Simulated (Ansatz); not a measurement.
The cluster B₁₄ was relaxed with PBE0-D4 (def2-SVP) in Ansatz in these states: neutral quintet, neutral singlet, neutral triplet. The geometries follow in no particular order.

A:

```xyz
14

B     0.0928   -2.0863   -0.5755
B    -0.3777   -1.0491   -3.1576
B    -0.1722   -0.5896   -1.5059
B     0.3212   -2.0596    0.9898
B     0.1324    0.8463    1.3826
B    -0.1659    1.9270   -0.0399
B    -0.4593    0.4879   -2.8492
B     0.4122    0.3844    3.0344
B    -0.1337   -2.1982   -2.1624
B     0.3589   -0.8200    1.9720
B     0.2431    1.8890    2.7543
B    -0.0173    2.5855    1.3720
B     0.0822   -0.5325    0.2559
B    -0.3169    1.2152   -1.4704
```

B:

```tsv
atom	x (Å)	y (Å)	z (Å)
B1	-0.5831	-1.6514	1.2451
B2	1.3308	-0.5705	3.0046
B3	0.5867	-0.3384	1.4438
B4	-1.4854	-1.8157	-0.0577
B5	-0.4045	0.5642	-1.4357
B6	0.9146	1.6508	-0.6819
B7	1.8051	0.6418	2.1660
B8	-1.5562	0.0276	-2.6561
B9	0.2521	-1.6191	2.6063
B10	-1.4645	-0.8484	-1.3235
B11	-0.7285	1.3046	-2.9819
B12	0.3392	1.9762	-2.0838
B13	-0.4225	-0.5151	-0.0159
B14	1.4163	1.1936	0.7707
```

C:

Cartesian coordinates in Å:
```
B 1.6834 1.0901 0.8328
B 3.0955 -0.4899 -1.0674
B 1.5509 -0.4155 -0.2624
B 0.4824 1.3521 1.8154
B -1.6022 0.2682 0.0665
B -1.1663 -0.8691 -1.2818
B 1.9540 -1.3021 -1.7193
B -2.5167 0.4067 1.5889
B 2.9173 0.7138 -0.0829
B -0.9984 0.8232 1.7408
B -3.2960 -0.0656 0.3156
B -2.6646 -0.6825 -0.9525
B 0.1274 0.3535 0.4760
B 0.4333 -1.1828 -1.4699
```

Q: Judge from the bond lengths which geometry belongs to which state (an estimate).

A: A is the neutral triplet (B1–B3 1.782 Å, B5–B10 1.782 Å, B1–B13 1.762 Å); B is the neutral quintet (B1–B3 1.770 Å, B5–B10 1.770 Å, B1–B13 1.705 Å); C is the neutral singlet (B1–B3 1.867 Å, B5–B10 1.864 Å, B1–B13 1.758 Å).

The restricted singlet is unstable towards broken spin symmetry in Hartree–Fock (as tested in another run); at PBE0-D4/def2-SVP this wasn't settled. At PBE0-D4/def2-TZVP a triplet lies 0.81 eV below the neutral quintet. At PBE0-D4/def2-TZVP a triplet lies 0.30 eV below the neutral singlet. These are the stationary points nearest to one start from a short search; other shapes may lie lower in each state.
